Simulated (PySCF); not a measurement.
Computed shifts of a molecule C₂H₄Cl₂Si₂, PBE/pcSseg-1 run with PySCF, GIAO, gas phase, atoms alike by connectivity averaged where their shifts nearly agree, in ppm (number of nuclei): ²⁹Si: -19.2 (1), -99.5 (1). ¹³C: 116.8 (1), 114.2 (1). ¹H: 6.12 (1), 4.58 (3). References: ²⁹Si against TMS (σ = 335.4 ppm); ¹³C against TMS (σ = 182.0 ppm); ³⁵Cl against HCl (σ = 936.5 ppm); ¹H against TMS (σ = 31.49 ppm), references at their B3LYP-D3(BJ)/def2-TZVP geometries, non-relativistic (without spin–orbit terms, shifts of atoms bonded to Cl or Br come out too high). Coordinates come from a PBE0-D3(BJ)/def2-SVP optimisation. The values are those of a single conformer.

### Question
Pick the molecule that these values belong to.
A) [SiH3]C#C[SiH](Cl)Cl
B) ClC1=C[Si@@H](Cl)[SiH2]1
C) ClC1=C(Cl)[SiH2][SiH2]1
D) C#C[Si]([SiH3])(Cl)Cl

### Answer
A, [SiH3]C#C[SiH](Cl)Cl
